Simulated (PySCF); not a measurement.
Electron correlation in Nb (niobium, neutral)

[Kr] 4d3 5s2, high-spin 4F determinant (an excited configuration). Computed with PySCF 2.14 in x2c-TZVPPall (8s6p6d2f1g, 79 functions), with scalar relativity by spin-free X2C-1e. Frozen: [Ar] 3d10; 13 electrons correlated.

```json
{"level": "CCSD", "correlation energy (mhartree)": "-334.51"}
{"level": "(T)", "correlation energy (mhartree)": "-12.96"}
{"level": "CCSD(T)", "correlation energy (mhartree)": "-347.47"}
```

Diagnostics: T1 = 0.023, D1 = 0.1014, largest double amplitude 0.076.

Cost of the coupled-cluster step: of the order of 23 core-seconds, for 13 correlated electrons.

This basis was not built for core-valence correlation, so the inner-shell part is incomplete.
